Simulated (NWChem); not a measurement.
System: GeH4; SMILES [GeH4]

Here is an NWChem input.

```
start job
memory heap 200 mb stack 900 mb global 1100 mb
geometry units angstroms noautoz
  Ge     0.000007     0.000004     0.000000
  H      1.062702    -0.000009    -1.110812
  H      0.431655     0.958041     1.122112
  H     -0.147661    -1.420895     0.567890
  H     -1.346689     0.462868    -0.579194
end
basis spherical
  Ge library def2-svpd
  H library def2-svpd
end
dft
  xc xpbe96 cpbe96
  iterations 200
  convergence diis 20
end
task dft gradient
```

NWChem printed, in part:

```
             Northwest Computational Chemistry Package (NWChem) 7.3.0
             --------------------------------------------------------

 C1  symmetry detected

                             Geometry "geometry" -> ""
                             -------------------------

 Output coordinates in angstroms (scale by  1.889725989 to convert to a.u.)

  No.       Tag          Charge          X              Y              Z
 ---- ---------------- ---------- -------------- -------------- --------------
    1 Ge                  32.0000     0.00000014    -0.00000059     0.00000028
    2 H                    1.0000     0.71983240    -0.01181907     1.35828074
    3 H                    1.0000    -0.47794468    -1.42123572    -0.33904199
    4 H                    1.0000     0.96882058     0.48830466    -1.08912956
    5 H                    1.0000    -1.21071290     0.94476891     0.06988171

 Effective nuclear repulsion energy (a.u.)      45.3258003037

  pbe96 is a nonlocal functional; adding pw91lda local functional.

                                 NWChem DFT Module
                                 -----------------

 Summary of "ao basis" -> "ao basis" (spherical)
 ------------------------------------------------------------------------------
       Tag                 Description            Shells   Functions and Types
 ---------------- ------------------------------  ------  ---------------------
 Ge                        def2-svpd                14       38   6s4p4d
 H                         def2-svpd                 4        8   2s2p

            General Information
            -------------------
          SCF calculation type: DFT
          Wavefunction type:  closed shell.
          No. of atoms     :     5
          No. of electrons :    36
           Alpha electrons :    18
            Beta electrons :    18
          Charge           :     0
          Spin multiplicity:     1
          Use of symmetry is: off; symmetry adaption is: off
          Maximum number of iterations: 200
          AO basis - number of functions:    70
                     number of shells:    30
          Convergence on energy requested:  1.00D-06
          Convergence on density requested:  1.00D-05
          Convergence on gradient requested:  5.00D-04

              XC Information
              --------------
          PerdewBurkeErnzerhof Exchange Functional  1.000
            Perdew 1991 LDA Correlation Functional  1.000 local
           PerdewBurkeErnz. Correlation Functional  1.000 non-local

             Grid Information
             ----------------
          Grid used for XC integration:  medium
          Radial quadrature: Mura-Knowles
          Angular quadrature: Lebedev.
          Tag              B.-S. Rad. Rad. Pts. Rad. Cut. Ang. Pts.
          ---              ---------- --------- --------- ---------
          Ge                  1.25      112           8.0       590
          H                   0.35       45           8.0       434
          Grid pruning is: on
          Number of quadrature shells:   292
          Spatial weights used:  Erf1

      Superposition of Atomic Density Guess
      -------------------------------------

 Sum of atomic energies:       -2077.04076443

      Non-variational initial energy
      ------------------------------

 Total energy =   -2077.302341
 1-e energy   =   -2986.424114
 2-e energy   =     863.795973
 HOMO         =      -0.415725
 LUMO         =       0.050653

   convergence    iter        energy       DeltaE   RMS-Dens  Diis-err
 ---------------- ----- ----------------- --------- --------- ---------
 d= 0,ls=0.0,diis     1  -2078.7769331869 -2.12D+03  1.09D-02  1.58D-01
 d= 0,ls=0.0,diis     2  -2078.7904566567 -1.35D-02  1.92D-03  5.06D-02
 d= 0,ls=0.0,diis     3  -2078.7941883900 -3.73D-03  3.16D-04  3.48D-03
 d= 0,ls=0.0,diis     4  -2078.7943200076 -1.32D-04  2.74D-04  3.18D-04
 d= 0,ls=0.0,diis     5  -2078.7943522124 -3.22D-05  4.98D-05  6.15D-06
 d= 0,ls=0.0,diis     6  -2078.7943531709 -9.59D-07  1.00D-06  1.30D-09

         Total DFT energy =    -2078.794353170902
      One electron energy =    -2986.396680749034
           Coulomb energy =      942.398733075709
    Exchange-Corr. energy =      -80.122205801313
 Nuclear repulsion energy =       45.325800303736

 Numeric. integr. density =       36.000011535262

                       DFT Final Molecular Orbital Analysis
                       ------------------------------------

 Vector   16  Occ=2.000000D+00  E=-3.058970D-01
              MO Center=  2.5D-01, -5.5D-02,  6.0D-01, r^2= 2.2D+00
   Bfn.  Coefficient  Atom+Function         Bfn.  Coefficient  Atom+Function
  ----- ------------  ---------------      ----- ------------  ---------------
    39      0.398242  2 H  s                 15      0.280164  1 Ge pz
    18      0.202915  1 Ge pz                13      0.189800  1 Ge px
    47     -0.167867  3 H  s                 12     -0.166544  1 Ge pz
    40      0.145804  2 H  s                 63     -0.145476  5 H  s
    16      0.137467  1 Ge px                10     -0.112826  1 Ge px

 Vector   17  Occ=2.000000D+00  E=-3.058964D-01
              MO Center=  9.3D-02, -3.3D-01, -4.1D-01, r^2= 2.3D+00
   Bfn.  Coefficient  Atom+Function         Bfn.  Coefficient  Atom+Function
  ----- ------------  ---------------      ----- ------------  ---------------
    47      0.336225  3 H  s                 55     -0.306116  4 H  s
    14     -0.289017  1 Ge py                17     -0.209329  1 Ge py
    11      0.171806  1 Ge py                13     -0.135210  1 Ge px
    48      0.123106  3 H  s                 15      0.114958  1 Ge pz
    56     -0.112076  4 H  s                 16     -0.097928  1 Ge px

 Vector   18  Occ=2.000000D+00  E=-3.058948D-01
              MO Center= -3.4D-01,  3.8D-01, -1.9D-01, r^2= 2.3D+00
   Bfn.  Coefficient  Atom+Function         Bfn.  Coefficient  Atom+Function
  ----- ------------  ---------------      ----- ------------  ---------------
    63      0.366202  5 H  s                 13     -0.246420  1 Ge px
    55     -0.245855  4 H  s                 16     -0.178475  1 Ge px
    14      0.176022  1 Ge py                15      0.152712  1 Ge pz
    10      0.146484  1 Ge px                47     -0.141892  3 H  s
    64      0.134082  5 H  s                 17      0.127490  1 Ge py

 Vector   19  Occ=0.000000D+00  E=-1.631515D-02
              MO Center= -1.1D-05, -5.4D-06, -5.0D-06, r^2= 8.1D+00
   Bfn.  Coefficient  Atom+Function         Bfn.  Coefficient  Atom+Function
  ----- ------------  ---------------      ----- ------------  ---------------
     5      3.894794  1 Ge s                  6     -2.756836  1 Ge s
    40     -0.584025  2 H  s                 48     -0.583985  3 H  s
    56     -0.584010  4 H  s                 64     -0.583993  5 H  s
     4      0.499738  1 Ge s                  3     -0.307533  1 Ge s
    53     -0.120476  3 H  py                46      0.115159  2 H  pz

 Vector   20  Occ=0.000000D+00  E= 1.470753D-02
              MO Center=  1.4D-01, -1.4D-01,  7.9D-02, r^2= 4.8D+00
   Bfn.  Coefficient  Atom+Function         Bfn.  Coefficient  Atom+Function
  ----- ------------  ---------------      ----- ------------  ---------------
    34      0.421318  1 Ge d -2              63     -0.208551  5 H  s
    13     -0.184035  1 Ge px                37      0.165560  1 Ge d  1
    16     -0.160584  1 Ge px                14      0.146922  1 Ge py
    55      0.142899  4 H  s                 15      0.135627  1 Ge pz
    17      0.128202  1 Ge py                36      0.125617  1 Ge d  0

 Vector   21  Occ=0.000000D+00  E= 1.470877D-02
              MO Center= -1.1D-02,  2.1D-01,  1.3D-01, r^2= 4.8D+00
   Bfn.  Coefficient  Atom+Function         Bfn.  Coefficient  Atom+Function
  ----- ------------  ---------------      ----- ------------  ---------------
    38      0.298343  1 Ge d  2              36      0.276022  1 Ge d  0
    47     -0.215205  3 H  s                 14     -0.211723  1 Ge py
    35     -0.210249  1 Ge d -1              17     -0.184752  1 Ge py
    13     -0.170347  1 Ge px                55      0.149749  4 H  s
    16     -0.148645  1 Ge px                37      0.142601  1 Ge d  1

     Multipole analysis of the density
     ---------------------------------

     L   x y z        total         alpha         beta         nuclear
     -   - - -        -----         -----         ----         -------
     0   0 0 0      0.000000    -18.000000    -18.000000     36.000000

     1   1 0 0      0.000007      0.000003      0.000003      0.000000
     1   0 1 0     -0.000007     -0.000003     -0.000003      0.000000
     1   0 0 1      0.000007      0.000003      0.000003      0.000000

     2   2 0 0    -15.500431    -13.376479    -13.376479     11.252527
     2   1 1 0      0.000007      0.000004      0.000004      0.000000
     2   1 0 1      0.000008      0.000004      0.000004     -0.000000
     2   0 2 0    -15.500424    -13.376567    -13.376567     11.252711
     2   0 1 1      0.000001      0.000001      0.000001      0.000000
     2   0 0 2    -15.500423    -13.376357    -13.376357     11.252290

            General Information
            -------------------
          SCF calculation type: DFT
          Wavefunction type:  closed shell.
          No. of atoms     :     5
          No. of electrons :    36
           Alpha electrons :    18
            Beta electrons :    18
          Charge           :     0
          Spin multiplicity:     1
          Use of symmetry is: off; symmetry adaption is: off
          Maximum number of iterations: 200
          AO basis - number of functions:    70
                     number of shells:    30
          Convergence on energy requested:  1.00D-06
          Convergence on density requested:  1.00D-05
          Convergence on gradient requested:  5.00D-04

              XC Information
              --------------
          PerdewBurkeErnzerhof Exchange Functional  1.000
            Perdew 1991 LDA Correlation Functional  1.000 local
           PerdewBurkeErnz. Correlation Functional  1.000 non-local

             Grid Information
             ----------------
          Grid used for XC integration:  medium
          Radial quadrature: Mura-Knowles
          Angular quadrature: Lebedev.
          Tag              B.-S. Rad. Rad. Pts. Rad. Cut. Ang. Pts.
          ---              ---------- --------- --------- ---------
          Ge                  1.25      112           8.0       590
          H                   0.35       45           8.0       434
          Grid pruning is: on
          Number of quadrature shells:   292
          Spatial weights used:  Erf1

          Convergence Information
          -----------------------
          Convergence aids based upon iterative change in
          total energy or number of iterations.
          Levelshifting, if invoked, occurs when the
          HOMO/LUMO gap drops below (HL_TOL):  1.00D-02
          DIIS, if invoked, will attempt to extrapolate
          using up to (NFOCK): 20 stored Fock matrices.

                    Damping( 0%)  Levelshifting(0.5)       DIIS
                  --------------- ------------------- ---------------
          dE  on:    start            ASAP                start
          dE off:    2 iters        200 iters           200 iters

                            NWChem DFT Gradient Module
                            --------------------------

  charge          =   0.00
  wavefunction    = closed shell

                         DFT ENERGY GRADIENTS

    atom               coordinates                        gradient
                 x          y          z           x          y          z
   1 Ge      0.000000  -0.000001   0.000001    0.000003   0.000001  -0.000008
   2 H       1.360286  -0.022335   2.566778   -0.001283   0.000020  -0.002421
   3 H      -0.903184  -2.685746  -0.640696    0.000852   0.002536   0.000608
   4 H       1.830805   0.922762  -2.058156   -0.001732  -0.000873   0.001948
   5 H      -2.287916   1.785354   0.132057    0.002160  -0.001685  -0.000127
```

Level: PBE/def2-SVPD. The geometry was optimised at PBE0/def2-SVP.
